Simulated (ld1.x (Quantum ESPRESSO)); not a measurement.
# u(r) = r·R(r): atom against pseudo-atom (Al)

Columns: radius, all-electron u(r) and pseudo u(r) of the 2s shell (level -128.30 eV) of aluminium in the configuration [He] 2s2 2p6 3s1 3p0; PBE, non-relativistic, TM scheme, ld1.x (Quantum ESPRESSO) 7.5.

| r (bohr) | all-electron | pseudo |
| --- | --- | --- |
| 0.045 | 0.5671 | -0.1498 |
| 0.090 | 0.5283 | -0.2986 |
| 0.135 | 0.2402 | -0.4456 |
| 0.180 | -0.1178 | -0.5897 |
| 0.225 | -0.4596 | -0.7293 |
| 0.270 | -0.7483 | -0.8621 |
| 0.315 | -0.9724 | -0.9848 |
| 0.360 | -1.1327 | -1.0927 |
| 0.405 | -1.2362 | -1.1805 |
| 0.450 | -1.2922 | -1.2430 |
| 0.495 | -1.3101 | -1.2766 |
| 0.540 | -1.2985 | -1.2806 |
| 0.585 | -1.2648 | -1.2577 |
| 0.630 | -1.2153 | -1.2135 |
| 0.675 | -1.1551 | -1.1549 |
| 0.720 | -1.0880 | -1.0880 |
| 0.765 | -1.0173 | -1.0173 |
| 0.810 | -0.9452 | -0.9452 |
| 0.855 | -0.8736 | -0.8736 |
| 0.900 | -0.8038 | -0.8038 |
| 0.945 | -0.7367 | -0.7367 |
| 0.990 | -0.6728 | -0.6728 |
| 1.035 | -0.6127 | -0.6127 |
| 1.080 | -0.5565 | -0.5565 |
| 1.125 | -0.5042 | -0.5042 |
| 1.170 | -0.4559 | -0.4559 |

Q: How many radial nodes do the two functions have?

A: The all-electron 2s function has n − l − 1 = 1; the pseudo-wave has 0, since the states of the same l below it are removed with the core.

Q: At about which radius was the pseudo-wave matched?

A: 0.75 bohr. The columns agree to 0.0005 from 0.68 bohr on; several derivatives are matched, so the curves merge somewhat inside the radius.

Q: Is the pseudo-wave norm-conserving?

A: Yes: the TM scheme keeps the norm inside the radius equal to the all-electron one, which fixes the energy derivative of the logarithmic derivative at the level.
